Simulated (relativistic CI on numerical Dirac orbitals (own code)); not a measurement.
**Bi VI: computed level list**

These numbers are calculated, not measured: Dirac-Coulomb-Breit CI, KLI orbitals optimised for each configuration, QED by a radiative potential, valence Slater integrals scaled by 0.9, configuration energies shifted to the measured levels that pair with them (semi-empirical) (own radial code, finite nucleus).

CI space (outside the closed core [Xe] 4f14): 5d10, 5d9 6s, 5d9 6p, 5d9 7s, 5d9 8s, 5d9 5f, 5d9 5g, 5d8 6s2, 5d8 5f2, 5d9 6d, 5d8 6s 6p, 5d9 7p, 5d9 7d, 5d9 6f, 5d8 5g2, 5d9 7f, 5d8 6p2, 5d9 6g, 5d8 6s 6d, 5d8 5f 6s, 5d8 6p 6d, 5d8 5f 6p, 5d8 5g 6s, 5d8 5f 5g. Levels of other configurations are missing.

```
No.       Configuration  Term  J  E (cm⁻¹)   %           jj configuration (%)
 41  5d8(3F) 6s<4F> 6p‡   5D°  3    413311  33          5d5/2^4 6s 6p1/2 (69)
 42  5d8(3F) 6s<2F> 6p‡   3G°  4    413588  31          5d5/2^4 6s 6p1/2 (75)
 43  5d8(1D) 6s<2D> 6p‡   3D°  2    414182  20          5d5/2^4 6s 6p1/2 (73)
 44             5d9 5f‡   3H°  6    414763  99             5d5/2^5 5f7/2 (99)
 45             5d9 6d‡    3P  0    416138  85             5d5/2^5 6d5/2 (71)
 46             5d9 5f‡   3H°  5    416799  57             5d5/2^5 5f5/2 (96)
 47             5d9 5f‡   3D°  3    419553  49             5d5/2^5 5f5/2 (49)
 48             5d9 5f‡   3F°  2    419767  33             5d5/2^5 5f5/2 (65)
 49  5d8(3F) 6s<4F> 6p‡   5G°  3    420576  19          5d5/2^4 6s 6p1/2 (69)
 50             5d9 5f‡   3F°  4    420876  74             5d5/2^5 5f7/2 (93)
 51  5d8(1D) 6s<2D> 6p‡   3D°  1    422099  43          5d5/2^4 6s 6p1/2 (75)
 52             5d9 5f‡   3G°  4    422422  34             5d5/2^5 5f5/2 (80)
 53             5d9 5f‡   3G°  5    422534  76             5d5/2^5 5f7/2 (94)
 54  5d8(1D) 6s<2D> 6p‡   3F°  2    423530  33          5d5/2^4 6s 6p1/2 (72)
 55             5d9 5f‡   1F°  3    424850  37             5d5/2^5 5f7/2 (44)
 56              5d9 7s    3D  3    427350  99                5d5/2^5 7s (99)
 57             5d9 6d‡    1P  1    427430  42     5d3/2^3 5d5/2^6 6d3/2 (83)
 58             5d9 6d‡    3G  3    427800  82     5d3/2^3 5d5/2^6 6d3/2 (97)
 59              5d9 7s    1D  2    428336  56                5d5/2^5 7s (99)
 60             5d9 5f‡   3D°  1    428399  81             5d5/2^5 5f7/2 (42)
 61  5d8(3P) 6s<4P> 6p‡   5D°  0    429761  56          5d5/2^4 6s 6p1/2 (73)
 62  5d8(3F) 6s<4F> 6p‡   5G°  3    430477  27  5d3/2^3 5d5/2^5 6s 6p1/2 (74)
 63  5d8(3F) 6s<4F> 6p‡   5D°  2    430565  42  5d3/2^3 5d5/2^5 6s 6p1/2 (80)
 64             5d9 6d‡    3P  1    430957  44     5d3/2^3 5d5/2^6 6d5/2 (82)
 65             5d9 6d‡    3F  2    431640  52     5d3/2^3 5d5/2^6 6d3/2 (94)
 66             5d9 6d‡    3G  4    432442  46     5d3/2^3 5d5/2^6 6d5/2 (99)
 67             5d9 6d‡    3D  2    433839  46     5d3/2^3 5d5/2^6 6d5/2 (95)
 68  5d8(3F) 6s<4F> 6p‡   5G°  6    434813  94          5d5/2^4 6s 6p3/2 (94)
 69  5d8(3P) 6s<4P> 6p‡   5D°  1    434926  77  5d3/2^3 5d5/2^5 6s 6p1/2 (46)
 70             5d9 6d‡    3F  3    435329  51     5d3/2^3 5d5/2^6 6d5/2 (97)
```

Energies count from the lowest computed level; ° marks odd parity. Percentages are summed over parent terms; the parents shown are those of the largest component, closed shells are left out there, and <> holds an intermediate term. Filled j subshells are mostly left out of the jj labels. ‡ marks configurations that were not tied to measured data.

The mean weight of the leading LS term, summed over parents, in these 30 levels is 54 %, and that of the leading jj configuration (from the same eigenvectors) 79 %, so jj coupling describes them better and the LS labels are nominal.

Configurations whose levels could be paired with our table of measured levels were shifted onto them, all but the ground configuration, by the median error of their levels; single terms can still be off by 1,000 to 2,000 cm⁻¹ or more, and rates follow the energies as ν³ (E1, M1) or ν⁵ (E2). The others borrow a shift and can be off by several thousand cm⁻¹ or more. Levels and lines within the n = 5 or 6 shells can be off by up to 10 % or somewhat more, and those that change n by about 2 %, since core polarisation is missing. 16 of the 19 excited levels that our extract of the measured tables holds in this range could be paired (the sources list more); they are missed by 2096 cm⁻¹ on average and 24578 at most, after the shifts were fitted to these levels, and levels without a partner can miss by more. Levels that differ in their count of f electrons can be misplaced by several ten thousand cm⁻¹, since the correlation energy of f electrons is missing or only estimated; rates across such gaps can be off by orders of magnitude.

LS names give the leading component of a level, which can be under half, so a name can repeat, a term be missing and a line seem to break the LS rules.
